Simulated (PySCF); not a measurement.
Hg(Br)2 anion (Br2Hg), SMILES [Br][Hg][Br] (connectivity only; charge and spin as stated), charge -1, multiplicity 2.

The structure is a stationary point at B3LYP-D3(BJ)/def2-SVPD. The multiplicity is an assumed one; no other spin state was optimised. The isomer is the one that the SMILES or the coordinates give; other isomers of the formula were not compared. The def2 effective core potentials stand for the cores of Hg; spin–orbit coupling is left out.

The numbers are results of B3LYP-D3(BJ)/def2-SVPD (PySCF 2.14.0), not measurements.

Frequencies are harmonic and unscaled.

Modes within 1.5 cm⁻¹ of each other (mostly degenerate sets) share a row, with their intensities summed.

### Question
Give all harmonic wavenumbers and intensities. (An estimate is asked for; the answer gives what the named calculation found.)

### Answer

```json
[
 {"mode": "1–2", "ν (cm⁻¹)": "4", "IR (km/mol)": "7.4", "moving atoms (share of kinetic energy)": "Br 56 %, Hg 44 %"},
 {"mode": "3", "ν (cm⁻¹)": "106", "IR (km/mol)": "0.0", "moving atoms (share of kinetic energy)": "Br 100 %"},
 {"mode": "4", "ν (cm⁻¹)": "126", "IR (km/mol)": "51.1", "moving atoms (share of kinetic energy)": "Br 56 %, Hg 44 %"}
]
```
